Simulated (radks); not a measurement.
All-electron atom: K16+ in [He] 2s1.

All-electron calculation, non-relativistic Kohn-Sham, r2SCAN, spin-polarised, spherical densities, point nucleus; open shells are filled with parallel spins first; meta-GGA in the generalised Kohn-Sham scheme. Program: a radial shooting solver on a logarithmic mesh with Libxc functionals.

Energy parts (eV):
total: -10532.745
kinetic: 10531.138
electron-nucleus: -21572.405
Hartree: 872.122
exchange-correlation: -363.599

Orbitals (lengths in bohr, moments of r in powers of bohr; r(max) is where P^2 peaks):
orbital  occ.  eigenvalue (eV)   r(max)      <r>     <r^2>
1s up       1        -4392.363  0.05333  0.08070  0.008719
1s down     1        -4388.063  0.05338  0.08073  0.008719
2s up       1        -1004.369   0.2927   0.3381    0.1333
2p up       0        -964.7331   0.2331   0.2909    0.1018
3s up       0        -407.8193   0.7343   0.7690    0.6756
3d up       0        -398.5775   0.5191   0.6072    0.4224

The highest occupied level is 2s up at -1004.4 eV. Virial ratio -V/T = 2.00015.
